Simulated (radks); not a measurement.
Tm4+, configuration [Xe] 4f11 (the NIST ground configuration).

All-electron calculation, scalar-relativistic Kohn-Sham, PBE, spin-polarised, spherical densities, finite nucleus; open shells are filled with parallel spins first (spin-orbit coupling, left out, can overturn this in heavy ions); Fermi nuclear charge, rms radius 5.2256 fm. Program: a radial shooting solver on a logarithmic mesh with Libxc functionals.

Energy parts (eV):
part                      energy
total                 -369060.75
kinetic                401073.44
electron-nucleus      -903498.21
Hartree                141071.89
exchange-correlation    -7707.86

Orbitals (lengths in bohr, moments of r in powers of bohr; r(max) is where P^2 peaks):
orbital  occ.  eigenvalue (eV)   r(max)   <1/r>      <r^2>
1s up       1        -59329.98  0.01261   79.07  0.0005486
1s down     1        -59329.98  0.01261   79.07  0.0005486
2s up       1        -10056.80  0.07190   18.42   0.008517
2s down     1        -10056.76  0.07190   18.42   0.008517
2p up       3        -8887.070  0.05855   16.97   0.006946
2p down     3        -8887.043  0.05855   16.97   0.006946
3s up       1        -2305.484   0.2033   6.798    0.05583
3s down     1        -2304.034   0.2032   6.802    0.05579
3p up       3        -1951.169   0.2002   6.340    0.05629
3p down     3        -1949.720   0.2002   6.343    0.05623
3d up       5        -1513.182   0.1633   6.007    0.04691
3d down     5        -1512.078   0.1633   6.010    0.04685
4s up       1        -500.4977   0.4640   2.879     0.2786
4s down     1        -497.5415   0.4640   2.878     0.2788
4p up       3        -383.7280   0.4851   2.633     0.3156
4p down     3        -380.8300   0.4851   2.632     0.3159
4d up       5        -228.5197   0.5000   2.334     0.3734
4d down     5        -225.6822   0.5000   2.331     0.3743
4f up       7         -57.8906   0.4880   1.810     0.6343
4f down     4         -55.2893   0.4891   1.795     0.6556
5s up       1        -101.9948    1.068   1.127      1.559
5s down     1        -100.7160    1.073   1.119      1.577
5p up       3         -72.9873    1.204  0.9627      2.076
5p down     3         -72.0608    1.211  0.9542      2.105

The highest occupied level is 4f down at -55.289 eV. The density falls to 0.001 e/bohr^3 at r = 2.95 bohr. Spin moment in Bohr magnetons: 3. The electron density at the nucleus is 1.002e+06 e/bohr^3 (large components only).
